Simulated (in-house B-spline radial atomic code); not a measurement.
**Excitations of B IV (B3+) by several methods**

Full response, energies in eV; labels give the largest channel, * marks a mixed state, a dash one above the method's threshold, and an imaginary frequency an unstable closed-shell reference. Computed with a B-spline radial code for spherical atoms: linear response of the closed shell 1s2 with each method's own kernel (bare exchange for TDHF, static screening on G0W0 levels for BSE, the adiabatic kernel for functionals); scalar-relativistic (spin-free one-electron X2C), finite nucleus, no spin-orbit coupling, no double excitations, S, P, D and F terms only.

```csv
method,1s → 2s 3S,1s → 2s 1S,1s → 2p 3P,α (bohr³)
TDHF,?,?,?,?
BSE on G0W0@HF,198.43,203.18,202.82,0.01944
LDA VWN5,186.89,190.19,191.71,0.02092
PBE,187.97,191.72,192.81,0.02047
PBE0,190.90,194.91,195.67,0.02021
B3LYP (VWN-RPA),188.53,193.56,193.35,0.02027
CAM-B3LYP,187.84,192.76,192.83,0.02027
LC-wPBE,186.55,190.08,191.68,0.02049
wB97X,190.02,194.07,195.48,0.02003
HSE06,?,?,?,?
BHandHLYP,191.18,197.01,195.98,0.01996
BLYP,185.77,190.87,190.63,0.02044
PBEsol,187.13,190.79,191.99,0.02066
BP86,188.72,192.11,193.62,0.02036
LDA exchange-only,184.82,188.56,189.70,0.02106
B97-1,190.50,194.85,195.65,0.02019
RPBE,187.99,191.76,192.87,0.02042
OLYP,185.02,190.20,190.14,0.02042
```

(1) What does HSE06 give?

(2) What does TDHF give?

Results:

(1) 1s → 2s 3S: 191.01; 1s → 2s 1S: 195.04; 1s → 2p 3P: 195.75; α: 0.02021 (eV, bohr³).

(2) 1s → 2s 3S: 198.38; 1s → 2s 1S: 203.32; 1s → 2p 3P: 203.01; α: 0.01953 (eV, bohr³).
